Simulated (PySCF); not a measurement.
Mo(O)2(NH2)(Me) (CH₅MoNO₂), SMILES [CH3][Mo]([NH2])(=[O])=[O], multiplicity 1.

Geometry optimised at B3LYP-D3(BJ)/def2-SVP. The spin state was assumed, not searched. The structure was generated by enumeration; whether it is a known compound was not checked. The def2 effective core potentials stand for the cores of Mo; spin–orbit coupling is left out. One conformer was computed; it need not be the lowest.

Method: HF/def2-TZVP in PySCF.

```json
{
 "total_energy": "-312.61495 hartree",
 "point_group": "Cs",
 "highest_occupied_level": "-11.96 eV",
 "lowest_empty_level": "1.41 eV",
 "orbital_gap": "13.38 eV",
 "dipole_moment": "0.938 e·Å",
 "quadrupole, principal values (traceless, Buckingham form, about the centre of nuclear charge)": "-7.39, -4.41, 11.80 D·Å",
 "mean_static_polarisability": "61.4 bohr³ (9.10 Å³)",
 "polarisability_principal_values": "58.0, 59.6, 66.7 bohr³"
}
```
